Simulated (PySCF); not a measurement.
# Shapes and spin states of Mn₂F⁺

Method: PySCF, PBE0, basis F def2-SVP, Mn def2-SVP (no relativity, density fitting).

Relaxations began from a few typed shapes and spin states; open shells are unrestricted. The search is not exhaustive: other isomers or separated fragments can lie lower, and high-lying points may rest on an excited occupation.

Problem. Which is the lowest minimum found?
A. singlet (closed shell, unstable to spin polarisation) C2v: F–Mn 1.869 Å (×2), Mn–Mn 2.871 Å; F–Mn–Mn 39.8° (×2), Mn–F–Mn 100.4°
B. broken-symmetry Ms = 4 (⟨S²⟩ 21.53) D∞h: F–Mn 1.923 Å (×2); Mn–F–Mn 180.0°
C. singlet (closed shell, unstable to spin polarisation) D∞h: F–Mn 1.871 Å (×2); Mn–F–Mn 180.0°

Solution. B. The others lie at 888.0 (singlet D∞h), 889.3 (singlet C2v) kJ/mol above it.

For the lowest minimum: the determinant is spin-contaminated (⟨S²⟩ = 21.53, pure value 20.00). Other spin states or occupations of the open shell can lie lower.

The electron or spin density has lower symmetry than the nuclear frame for the singlet (closed shell, unstable to spin polarisation) D∞h at 888.0 kJ/mol.
